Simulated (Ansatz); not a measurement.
Consider the formal exchange of groups at the Sn–Si bond: `Cl[Si](Cl)(Cl)[SnH3]` + propene → `C=C[CH2][SnH3]` + trichlorosilane.

Isolated molecules relaxed with PBE0-D4/def2-TZVP in Ansatz; ΔE leaves out vibrations. CBS: MP2 limit from def2 TZ/QZ plus the TZ coupled-cluster correction, frozen cores. This one scheme is used for every species. Functionals use def2-TZVPP. B3LYP here is the variant with VWN-RPA as its local correlation; programs differ in this. def2 core potentials past Kr. For Sn outer-core shells are correlated without core-valence functions, which leaves a few kJ/mol of doubt a bond. Each species was taken in one conformer, which may not be the lowest.

`Cl[Si](Cl)(Cl)[SnH3]`:

```xyz
8

Cl    1.609    0.362    2.172
Si    0.873   -0.636    0.544
Cl    2.433   -0.984   -0.734
Cl    0.172   -2.449    1.184
Sn   -0.976    0.711   -0.607
H    -0.329    2.201   -1.119
H    -1.543   -0.175   -1.946
H    -2.239    0.969    0.505
```

`C=CC`:

Cartesian coordinates in Å:
```
C 0.729 0.280 -1.144
C -0.186 -0.322 -0.397
C -0.438 -0.038 1.043
H 1.379 1.048 -0.734
H 0.864 0.029 -2.189
H -0.813 -1.086 -0.853
H -1.469 0.290 1.204
H -0.298 -0.938 1.650
H 0.232 0.737 1.421
```

`C=C[CH2][SnH3]`:

```xyz
12

C    -1.649   -1.260    0.341
C    -0.350   -1.021    0.489
C     0.254    0.293    0.808
Sn    1.136    1.170   -0.963
H    -2.389   -0.478    0.476
H    -2.014   -2.246    0.081
H     0.349   -1.843    0.338
H     1.056    0.204    1.545
H    -0.486    1.001    1.185
H    -0.111    1.533   -2.071
H     2.217    0.049   -1.668
H     1.988    2.598   -0.562
```

`Cl[SiH](Cl)Cl`:

Cartesian coordinates in Å:
```
Cl -1.832 -0.446 0.654
Si 0.062 -0.092 0.015
Cl 0.032 0.395 -1.955
Cl 0.861 1.441 1.079
H 0.877 -1.299 0.208
```

Task: Is it downhill or uphill in electronic energy at CCSD(T)/CBS, and by how much? (Best estimate.)

Result: The calculation gave: Uphill: ΔE = +0.43 eV.

Task: What do these levels give: B97M-V, B3LYP, r2SCANh, MP2/def2-SVP, CCSD/def2-TZVPP, MP2/def2-QZVPP? (Estimate.)

Result: Ansatz gave: B97M-V 0.47, B3LYP 0.47, r2SCANh 0.48, MP2/def2-SVP 0.40, CCSD/def2-TZVPP 0.39, MP2/def2-QZVPP 0.38 eV.

Largest T1 diagnostic among the species: 0.012.

From BLYP to BHLYP (50 % exact exchange), in def2-TZVPP and without D4, ΔE moves by −0.03 eV. The D4 term adds +0.03 eV with B3LYP and +0.02 eV with PBE0; it sums over pairs of atoms, weighted by their polarisabilities, and B3LYP, whose exchange is more repulsive, gets the larger term.
